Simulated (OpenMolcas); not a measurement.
# F²⁺: Slater's ratio, worked from levels

```json
{"Program": "OpenMolcas", "Basis": "ANO-RCC [8s7p4d3f2g]", "Scalar Hamiltonian": "DKH2, point nucleus", "Active space": "5 electrons in 9 orbitals (RAS2 2s 2p; RAS3 3d, at most 2 electrons)", "State averaging": "2S+1 = 4 odd, 1 root; 2S+1 = 2 odd, 8 roots; 2S+1 = 4 even, 3 roots; 2S+1 = 2 even, 9 roots", "Spin-orbit coupling": "state interaction with AMFI integrals over the reference wave functions, term energies averaged over their components"}
```

Methods: RASSCF; SS-RASPT2, IPEA 0.25 Eh, imaginary shift 0.1 Eh (closed shells correlated: 1s).

**Slater's ratio.** With one set of orbitals, p3 has ²D° - ⁴S° = 9 F2 and ²P° - ²D° = 6 F2 (F2 = F²/25), a ratio of 2/3. Term energies are centres of gravity, weighted by 2J + 1.

```csv
Source,²D° - ⁴S°,²P° - ⁴S°,F2 from the first,Ratio
RASSCF,37113,55478,4124,0.495
SS-RASPT2,34476,52058,3831,0.510
```

Energies in cm-1. A ratio away from 2/3 shows effects beyond one configuration with one set of orbitals, and in heavier atoms second-order spin-orbit shifts.

Active for correlation alone: 3d; no level in the range computed is led by a configuration that fills it, so any true level of that kind is missing. Levels of configurations outside the active space are missing.

° marks odd parity.
